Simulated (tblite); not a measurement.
Compound: C₃H₁₀FPSi₂.
Geometry (GFN2-xTB, Å), atoms numbered from 1 in this order:
```xyz
17
C3H10FPSi2 angstrom
F     -1.712    1.673   -0.928
C     -1.592    0.888    0.223
C     -0.220    1.133    0.830
Si     1.071    0.249   -0.269
P      2.719   -0.536    1.043
C      0.042   -1.232   -0.916
Si    -1.745   -0.948   -0.328
H     -2.390    1.244    0.884
H     -0.212    0.716    1.838
H     -0.042    2.205    0.921
H      1.502    1.125   -1.372
H      3.361    0.681    1.175
H      3.524   -0.915   -0.015
H      0.435   -2.178   -0.550
H      0.084   -1.281   -2.002
H     -2.088   -1.760    0.842
H     -2.746   -1.049   -1.387
```

Computed values, GFN2-xTB/tblite, gas phase, harmonic and unscaled. The method is semi-empirical: single wavenumbers can be off by several per cent or more. Modes of hydrogen on phosphorus and silicon can be 10 to 20 % off. One conformer, not necessarily the lowest.

Harmonic wavenumbers (cm⁻¹): 35.8, 80.2, 93.8, 117.7, 155.3, 218.6, 285.7, 333.5, 458.2, 471.0, 521.0, 548.1, 585.1, 592.5, 620.4, 656.8, 663.2, 682.5, 693.8, 727.8, 753.8, 757.2, 773.2, 786.6, 942.5, 979.0, 1043.6, 1103.6, 1111.8, 1148.2, 1176.5, 1266.1, 1294.0, 1447.8, 1457.1, 2167.0, 2252.5, 2295.8, 2308.3, 2393.5, 2912.4, 2977.4, 2988.2, 2996.6, 3010.3.

A = 2570, B = 879.8, C = 761.0 MHz; mass 152.004 u (most abundant isotopes); point group C1, symmetry number 1.

Question: What is the zero-point energy?

Answer: ½Σν̃ = 25442 cm⁻¹ = 72.74 kcal/mol.

Question: Give the ideal-gas entropy at 298.15 K and 1 bar in the rigid-rotor, harmonic-oscillator model (classical rotation).

Answer: Translation 40.99, rotation 29.61, vibration 30.60: S = 101.2 cal/(mol K).

Question: And Cp and H(298.15 K) − H(0)?

Answer: Cp = 40.73 cal/(mol K), of which vibrations give 32.78 (their classical limit is 45 R = 89.4); H(298.15 K) − H(0) = 7.17 kcal/mol without the zero-point energy, 4.80 from vibrations.

Question: How do the functions run with temperature in this model?

Answer: 
```
 T (K)  S (cal/(mol K))  Cp (cal/(mol K))  H − H(0) (kcal/mol)  G − H(0) (kcal/mol)  ln q(vib)
    50             60.1              13.7                 0.52                -2.49       0.66
   100             71.2              18.6                 1.33                -5.79       1.98
373.15            111.1              48.0                10.50               -30.97       9.34
   500            126.6              57.4                17.22               -46.07      12.77
   750            152.4              69.7                33.23               -81.05      19.16
  1000            173.6              77.5                51.70              -121.87      24.96
```

q(vib) and H(0) count from the zero-point level.

Question: Blend soft modes into free rotors: weight 1/[1 + (100 cm⁻¹/ν̃)⁴] for the oscillator and the rest for a rotor with moment μB/(μ + B), μ = h/(8π²ν), B = 10⁻⁴⁴ kg m². What vibrational entropy results?

Answer: 27.91 cal/(mol K) in place of 30.60, which changes −T·S at 298.15 K by +0.80 kcal/mol.

Question: What must be added to the electronic energy to get the Gibbs energy at 298.15 K and 1 bar?

Answer: ZPE + [H(298.15 K) − H(0)] − T·S = 72.74 + 7.17 − 30.17 = 49.74 kcal/mol.

Hindered rotation and anharmonicity are outside this model. Other conformers, if any are populated, would add a mixing term that is left out. The structure is chiral; the term R ln 2 for an equal mix with its mirror image is left out.

On one thread, Arm Neoverse N1 (aarch64), shared host, this took 1.3 s of wall time. This covers the Hessian and the dipole derivatives.
